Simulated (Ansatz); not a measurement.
Consider the redistribution: `[NH2][Ga]([F])[F]` + `[F][GaH][O][SiH3]` → `[F][GaH][F]` + `[NH2][Ga]([F])[O][SiH3]`.

Computed with Ansatz on PBE0-D4/def2-TZVP structures; ΔE is electronic, products minus reactants. CBS: MP2 limit from def2 TZ/QZ plus the TZ coupled-cluster correction, frozen cores. DFT in def2-TZVPP. B3LYP here is the variant with VWN-RPA as its local correlation; programs differ in this. HSE06 is defined as in plane-wave codes. For Ga outer-core shells are correlated without core-valence functions, which leaves a few kJ/mol of doubt a bond. Scalar relativity is left out up to krypton. One conformer a species, not always the lowest.

```csv
level,ΔE (kJ/mol),difference from CCSD(T)/CBS
r2SCAN-D4,-0.1,0.3
B3LYP-D4,-0.5,-0.1
HSE06-D4,-0.3,0.1
PBE0,0.2,0.6
CAM-B3LYP,0.1,0.5
CCSD/def2-SVP,0.7,1.1
SCS-MP2/def2-TZVPP,0.1,0.5
CCSD(T)/def2-TZVPP,0.0,0.4
HF/def2-QZVPP,-0.1,0.3
MP2/def2-QZVPP,-0.2,0.2
CCSD(T)/CBS,-0.4,0
```

Largest T1 diagnostic among the species: 0.015.

Leaving LDA and LC-ωPBE aside and taking each functional with its dispersion term where it has one, the values, not all of them listed here, spread over 0.8 kJ/mol, from BHLYP-D4 to B2PLYP.
